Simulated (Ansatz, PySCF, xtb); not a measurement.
Pair of molecules: CH5N (SMILES CN) (first 7 atoms) with H2Se (SMILES [SeH2]); geometry from B3LYP-D3(BJ)/def2-TZVP, rigid monomers moved along the line of their centres of mass till N2···Se8 is 2.82 Å.
(charge 0, multiplicity 1):
```xyz
10

C      0.4227    -0.0841    -0.1717
N     -0.5639     0.6409     0.6284
H      0.0157    -1.0591    -0.4448
H      1.3108    -0.2623     0.4358
H      0.7330     0.4235    -1.0942
H     -1.4173     0.7959     0.1058
H     -0.2114     1.5501     0.9015
Se    -0.3212    -0.5269     3.1889
H     -0.7769    -1.5537     2.2474
H     -0.1953    -1.5187     4.2781
```

Monomers are frozen at their geometry in the pair; levels with a basis set take the counterpoise correction.

The values were computed with Ansatz (a first-principles code); PySCF for the dispersion terms; xtb for the GFN methods. 

Problem. One of these levels gives -7.3 kJ/mol for the interaction energy. Which one is it?
A. GFN1-xTB
B. r2SCAN/def2-TZVPPD
C. r2SCAN-D4/def2-TZVPPD

Solution. C, r2SCAN-D4/def2-TZVPPD. The others give -3.5 (GFN1-xTB), -5.4 (r2SCAN/def2-TZVPPD)
